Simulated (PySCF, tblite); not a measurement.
C2H7FSi2.
Numbering: `[F:1][SiH2:2]/[CH:3]=[CH:4]/[SiH3:5]` (hydrogens: H6, H7 on Si2; H8 on C3; H9 on C4; H10, H11, H12 on Si5)

Structure optimised with GFN2-xTB, isolated species.

Question: Give the optimised bond lengths and angles.

Answer: 
| bond | length (Å) | order |
| --- | --- | --- |
| F1–Si2 | 1.613 | single |
| Si2–C3 | 1.876 | single |
| C3=C4 | 1.333 | double |
| C4–Si5 | 1.882 | single |
| Si2–H6, Si2–H7 | 1.457 | single |
| C3–H8 | 1.084 | single |
| C4–H9 | 1.084 | single |
| Si5–H10, Si5–H11, Si5–H12 | 1.466 | single |

Bonds in one row agree within 0.01 Å and their mean is given. Orders are formal, as drawn. A selection of angles:
| angle | degrees |
| --- | --- |
| F1–Si2–C3 | 107.3 |
| F1–Si2–H6 | 104.6 |
| C3–Si2–H6 | 112.8 |
| H6–Si2–H7 | 113.9 |
| Si2–C3–C4 | 124.9 |
| Si2–C3–H8 | 117.0 |
| C4–C3–H8 | 118.1 |
| C3–C4–Si5 | 125.4 |
| C3–C4–H9 | 117.7 |
| Si5–C4–H9 | 116.9 |
| C4–Si5–H10 | 109.1 |
| H10–Si5–H11 | 110.1 |

Dihedral angles: F1–Si2–C3–C4 0° (synperiplanar); Si2–C3–C4–Si5 180° (antiperiplanar).

Si5 (SiH3 silicon) is tetrahedral (angles from 109.0° to 110.1°). Si2 (fluorine-bound silicon) is distorted tetrahedral (angles from 104.6° to 113.9°). The 5 heavy atoms lie in one plane (0.000 Å rms). Of the pairs four or more bonds apart, F1···H9 is among the closest relative to their van der Waals radii: 2.67 Å, 100 % of the sum of Bondi's values.

Point group: Cs (tolerance 0.08 Å). Its GFN2-xTB frequencies are all real (lowest 59 cm⁻¹). The numbers are those of one conformer.

All values are computed, not measured.
